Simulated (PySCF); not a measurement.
BeF, doublet, at a GFN2-xTB geometry (such geometries of metal compounds can be far from the true shape) (the spin is typed, not shown lowest); BLYP/def2-SVP (PySCF).

Input for PySCF:
```python
from pyscf import gto, scf, dft

mol = gto.M(
    atom='''
Be   -0.000000   -0.000000   -0.967264
F     0.000000    0.000000    0.429895
''',
    basis='def2-svp',
    charge=0,
    spin=1,
    verbose=4,
    symmetry=True,
    symmetry_subgroup='C2v',
)

mf = dft.UKS(mol)
mf.xc = 'blyp'
mf.kernel()
mf.analyze()
```

It wrote (shortened):

```
PySCF version 2.14.0

[INPUT] verbose = 4
[INPUT] num. atoms = 2
[INPUT] num. electrons = 13
[INPUT] charge = 0
[INPUT] spin (= nelec alpha-beta = 2S) = 1
[INPUT] symmetry True subgroup C2v
[INPUT] Mole.unit = angstrom
[INPUT] Symbol           X                Y                Z      unit          X                Y                Z       unit  Magmom
[...]
nuclear repulsion = 13.635083475195
point group symmetry = Coov, use subgroup C2v
symmetry origin: [ 0.00000000e+00  0.00000000e+00 -1.45363548e-07]
symmetry axis x: [1. 0. 0.]
symmetry axis y: [0. 1. 0.]
symmetry axis z: [0. 0. 1.]
num. orbitals of irrep A1 = 12
num. orbitals of irrep A2 = 1
num. orbitals of irrep B1 = 5
num. orbitals of irrep B2 = 5
number of shells = 11
number of NR pGTOs = 43
number of NR cGTOs = 23
basis = def2-svp
ecp = {}

******** <class 'pyscf.dft.uks_symm.SymAdaptedUKS'> ********
method = SymAdaptedUKS
initial guess = minao
damping factor = 0
level_shift factor = 0
DIIS = <class 'pyscf.scf.diis.CDIIS'>
diis_start_cycle = 1
diis_space = 8
diis_damp = 0
SCF conv_tol = 1e-09
SCF conv_tol_grad = None
SCF max_cycles = 50
direct_scf = True
direct_scf_tol = 1e-13
number electrons alpha = 7  beta = 6
XC library pyscf.dft.libxc version 7.1.2
    S. Lehtola, C. Steigemann, M. J. T. Oliveira, and M. A. L. Marques,  SoftwareX 7, 1–5 (2018)
XC functionals = blyp
    A. D. Becke,  Phys. Rev. A 38, 3098 (1988)
    C. Lee, W. Yang, and R. G. Parr,  Phys. Rev. B 37, 785 (1988)
    B. Miehlich, A. Savin, H. Stoll, and H. Preuss,  Chem. Phys. Lett. 157, 200 (1989)
radial grids:
    Treutler-Ahlrichs [JCP 102, 346 (1995); DOI:10.1063/1.469408] (M4) radial grids

becke partition: Becke, JCP 88, 2547 (1988); DOI:10.1063/1.454033
pruning grids: <function nwchem_prune>
grids dens level: 3
symmetrized grids: True
atomic radii adjust function: <function treutler_atomic_radii_adjust>
small_rho_cutoff = 0
Freeze 0 electrons in irreps []
    13 free electrons in irreps A1 A2 B1 B2
Set gradient conv threshold to 3.16228e-05
tot grids = 27984
init E= -114.516962541295

cycle= 1 E= -114.408805659126  delta_E= 0.108  |g|= 0.475  |ddm|= 1.03
cycle= 2 E= -113.253405830545  delta_E= 1.16  |g|= 1.83  |ddm|= 1.29
cycle= 3 E= -114.494392524122  delta_E= -1.24  |g|= 0.0462  |ddm|=    1
cycle= 4 E= -114.494835340012  delta_E= -0.000443  |g|= 0.0215  |ddm|= 0.05
cycle= 5 E= -114.495053313815  delta_E= -0.000218  |g|= 0.00313  |ddm|= 0.0203
[...]
converged SCF energy = -114.49505714902  <S^2> = 0.75096219  2S+1 = 2.000962
Total Energy =                        -114.495057149019715
[...]
alpha MO #9 (B2 #2), energy= -0.043343863839536 occ= 0
alpha MO #10 (A1 #6), energy= 0.0406390442973361 occ= 0
alpha MO #11 (A1 #7), energy= 0.0928838443658693 occ= 0
alpha MO #12 (B1 #3), energy= 0.164616524952364 occ= 0
alpha MO #13 (B2 #3), energy= 0.164616524952365 occ= 0
alpha MO #14 (A1 #8), energy= 0.347031759769461 occ= 0
alpha MO #15 (B1 #4), energy= 1.12565704005628 occ= 0
alpha MO #16 (B2 #4), energy= 1.12565704005628 occ= 0
alpha MO #17 (A1 #9), energy= 1.1891962069074 occ= 0
alpha MO #18 (A1 #10), energy= 1.54930690302841 occ= 0
alpha MO #19 (B1 #5), energy= 2.98471716973319 occ= 0
alpha MO #20 (B2 #5), energy= 2.98471716973319 occ= 0
alpha MO #21 (A1 #11), energy= 2.9863232452063 occ= 0
alpha MO #22 (A2 #1), energy= 2.98635510507955 occ= 0
alpha MO #23 (A1 #12), energy= 3.05182371486667 occ= 0
beta  MO #1 (A1 #1), energy= -24.2760533724905 occ= 1
beta  MO #2 (A1 #2), energy= -3.92167526240372 occ= 1
beta  MO #3 (A1 #3), energy= -1.0291635145611 occ= 1
beta  MO #4 (A1 #4), energy= -0.396414826866278 occ= 1
beta  MO #5 (B1 #1), energy= -0.352575970795444 occ= 1
beta  MO #6 (B2 #1), energy= -0.352575970795445 occ= 1
beta  MO #7 (A1 #5), energy= -0.116848443220398 occ= 0
beta  MO #8 (B1 #2), energy= -0.014055267495091 occ= 0
beta  MO #9 (B2 #2), energy= -0.0140552674950912 occ= 0
beta  MO #10 (A1 #6), energy= 0.0567817911923383 occ= 0
beta  MO #11 (A1 #7), energy= 0.123423020939336 occ= 0
beta  MO #12 (B1 #3), energy= 0.182125556766551 occ= 0
beta  MO #13 (B2 #3), energy= 0.182125556766552 occ= 0
beta  MO #14 (A1 #8), energy= 0.37447618018559 occ= 0
beta  MO #15 (B1 #4), energy= 1.12753970289585 occ= 0
beta  MO #16 (B2 #4), energy= 1.12753970289585 occ= 0
beta  MO #17 (A1 #9), energy= 1.18954299499793 occ= 0
beta  MO #18 (A1 #10), energy= 1.56024874996325 occ= 0
beta  MO #19 (A1 #11), energy= 2.9846724088971 occ= 0
beta  MO #20 (A2 #1), energy= 2.98470454350237 occ= 0
beta  MO #21 (B1 #5), energy= 2.98527842406951 occ= 0
beta  MO #22 (B2 #5), energy= 2.98527842406951 occ= 0
beta  MO #23 (A1 #12), energy= 3.05439839210499 occ= 0
 ** Mulliken pop alpha/beta on meta-lowdin orthogonal AOs **
 ** Mulliken pop       alpha | beta **
[...]
In total             7.00000 | 6.00000
 ** Mulliken atomic charges   ( Nelec_alpha | Nelec_beta ) **
charge of  0Be =      0.74783  (     2.09894      1.15323 )
charge of  1F =     -0.74783  (     4.90106      4.84677 )
Dipole moment(X, Y, Z, Debye):  0.00000,  0.00000, -1.03608
```
